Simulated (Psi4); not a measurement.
Complex: HCl (SMILES Cl) (first 2 atoms) with Si2H6 (SMILES [SiH3][SiH3]); geometry from B3LYP-D3(BJ)/def2-TZVP, rigid monomers moved along the line of their centres of mass till H2···H10 is 1.78 Å.
(charge 0, multiplicity 1):
```xyz
10

Cl     1.049     0.644    -0.352
H     -0.004     0.907     0.338
Si     1.021    -0.555     3.176
Si    -1.062     0.505     2.975
H      2.115     0.413     2.931
H      1.123    -1.674     2.212
H      1.148    -1.089     4.554
H     -1.179     1.631     3.931
H     -2.169    -0.451     3.215
H     -1.247     1.063     1.606
```

Level of theory: SAPT0/jun-cc-pV(D+d)Z (Psi4).

Problem. Give the four SAPT terms and the total, and say what mostly holds the pair together.

Solution. electrostatics -11.7, exchange 34.5, induction -10.0, dispersion -11.2, total 1.6 kJ/mol; the largest attraction is electrostatics.
